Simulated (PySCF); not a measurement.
Cl2GaI. Atoms are numbered in the order given.

```xyz
4

Ga     0.0000     0.0000     0.7937
Cl     0.0000     1.8355     1.8996
Cl     0.0000    -1.8355     1.8996
I      0.0000     0.0000    -1.6829
```
Charge 0, spin multiplicity 1.

The structure is a stationary point at B3LYP-D3(BJ)/def2-SVP. The def2 effective core potentials stand for the cores of I; spin–orbit coupling is left out.

Level of theory: M06-2X/def2-TZVP run with PySCF.

Symmetry labels are those of the subgroup C2v that the program uses (full group C2v).

Computed valence orbital energies around the gap with their symmetry:
```json
[
 {"orbital": "HOMO−7", "symmetry": "B2", "energy (eV)": "-12.32"},
 {"orbital": "HOMO−6", "symmetry": "A1", "energy (eV)": "-11.84"},
 {"orbital": "HOMO−5", "symmetry": "B1", "energy (eV)": "-11.49"},
 {"orbital": "HOMO−4", "symmetry": "A2", "energy (eV)": "-10.97"},
 {"orbital": "HOMO−3", "symmetry": "B2", "energy (eV)": "-10.82"},
 {"orbital": "HOMO−2", "symmetry": "A1", "energy (eV)": "-10.58"},
 {"orbital": "HOMO−1", "symmetry": "B1", "energy (eV)": "-9.63"},
 {"orbital": "HOMO", "symmetry": "B2", "energy (eV)": "-9.46"},
 {"orbital": "LUMO", "symmetry": "A1", "energy (eV)": "-1.51"},
 {"orbital": "LUMO+1", "symmetry": "B1", "energy (eV)": "-1.24"},
 {"orbital": "LUMO+2", "symmetry": "B2", "energy (eV)": "1.81"},
 {"orbital": "LUMO+3", "symmetry": "A1", "energy (eV)": "2.00"}
]
```
